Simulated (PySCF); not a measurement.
# How methods differ on the ionisation energy of Ni²¹⁺

Ni²¹⁺ [He] 2s2 2p3 (4S) → Ni²²⁺ [He] 2s2 2p2 (3P), as a difference of total energies. Calculation: PySCF 2.14, in an uncontracted even-tempered set (15 s from 5.1 bohr⁻², ratio 2.5; 9 p from 6.6 bohr⁻², ratio 2.5; 5 d from 28 bohr⁻², ratio 2.7; 4 f from 42 bohr⁻², ratio 2.7); the non-relativistic Hamiltonian (point nucleus). Correlated levels: nothing frozen; virtual orbitals above 40 to 60 times the deepest correlated orbital energy dropped. The calculations carry no spin-orbit coupling.

| method | ionisation energy (eV) |
| --- | --- |
| UHF | 1887.2 |
| MP2 (all electrons) | 1887.2 |
| SCS-MP2 (all electrons) | 1886.7 |
| CCSD (all electrons) | 1886.2 |
| CCSD(T) (all electrons) | 1886.2 |

A first-order spin-orbit estimate (lowest level to lowest level, LS coupling) adds -12.537 eV.

These non-relativistic numbers lack the scalar-relativistic shift.

For comparison: 1880 ± 5 eV (semi-empirical (NIST evaluation); NIST Atomic Spectra Database, ionization energies).
